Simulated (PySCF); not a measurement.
Be(H)(Me) (CH₄Be), SMILES [BeH][CH3]. Atoms are numbered in the order given.

```xyz
6

Be     0.0000     0.0000    -1.0691
H      0.0000     0.0000    -2.4074
C      0.0000     0.0000     0.6056
H     -0.8798     0.5079     1.0167
H      0.8798     0.5079     1.0167
H      0.0000    -1.0159     1.0167
```
Charge 0, spin multiplicity 1.

Geometry: PBE0-D3(BJ)/def2-TZVPD.

Method: CAM-B3LYP/def2-TZVPD (PySCF).

Mulliken values depend strongly on the basis, most of all with diffuse functions as here. ESP charges are fitted to the potential on shells at 1.4 to 2.0 van der Waals radii. Atomic charges (e):

```tsv
atom	Mulliken	meta-Löwdin	ESP fit
Be1	0.01	___	0.60
H2	0.04	___	-0.32
C3	-0.49	___	-0.65
H4	0.15	___	0.12
H5	0.15	___	0.12
H6	0.15	___	0.12
```

### Question
Some entries are withheld; supply them. (The exact figures need the calculation; the answer reports its results.)

### Answer

- Be1, meta-Löwdin: 1.11
- H2, meta-Löwdin: -0.48
- C3, meta-Löwdin: -0.98
- H4, meta-Löwdin: 0.12
- H5, meta-Löwdin: 0.12
- H6, meta-Löwdin: 0.12
